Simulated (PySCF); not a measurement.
# CaSb: energy against distance

Set-up: basis Ca def2-SVP, Sb def2-SVP with ECP28; scalar-relativistic core potentials; PySCF 2.14. Energies in eV from Ca + Sb in their ground configurations at the same level. State: ⁴Σ⁻ (quartet), unpaired electrons σ ↑, π ↑↑.

| R (Å) | UHF-CCSD | UHF-MP2 | ωB97X |
| --- | --- | --- | --- |
| 2.664 |  | 0.3529 | -0.488 |
| 2.788 | 0.0540 | -0.0163 | -0.791 |
| 2.912 | -0.1740 | -0.2359 | -0.956 |
| 3.005 | -0.2746 | -0.3296 | -1.014 |
| 3.098 | -0.3308 | -0.3782 | -1.031 |
| 3.191 | -0.3540 | -0.3932 | -1.018 |
| 3.315 | -0.3490 | -0.3760 | -0.967 |
| 3.470 | -0.3081 | -0.3179 | -0.873 |
| 3.656 | -0.2402 | -0.2260 | -0.739 |
| 3.904 |  | -0.1123 | -0.563 |

Put a parabola through the three lowest points of the UHF-CCSD curve and estimate Re, k and ωe (reduced mass 30.04 u; 1 eV/Å² = 0.16022 mdyn/Å; ωe = 1302.8·√(k/μ) cm⁻¹).

Through R = 3.098, 3.191, 3.315 Å the second-order coefficient is 1.34 eV/Å², so Re ≈ 3.238 Å, k ≈ 0.428 mdyn/Å and ωe ≈ 155 cm⁻¹. A polynomial fit of higher order to the unrounded UHF-CCSD energies gives Re = 3.232 Å, k = 0.377 mdyn/Å, ωe = 146 cm⁻¹; anharmonicity and rounding make the difference.

The higher-order fit for each curve: UHF-CCSD: Re = 3.232 Å, ωe = 146 cm⁻¹, De = 0.356 eV; UHF-MP2: Re = 3.196 Å, ωe = 159 cm⁻¹, De = 0.393 eV; ωB97X: Re = 3.099 Å, ωe = 177 cm⁻¹, De = 1.03 eV.

Correlated steps freeze 9 core orbitals. The bond is weak. Basis-set superposition, not corrected here, can be much of De in a small basis, most of all at correlated wavefunction levels. Functionals without a dispersion term scatter widely for such bonds, and LDA overbinds them. Spin–orbit coupling is left out, which matters for elements this heavy, above all for dissociation energies. The state was picked by a PBE0 search and need not be the measured ground state.
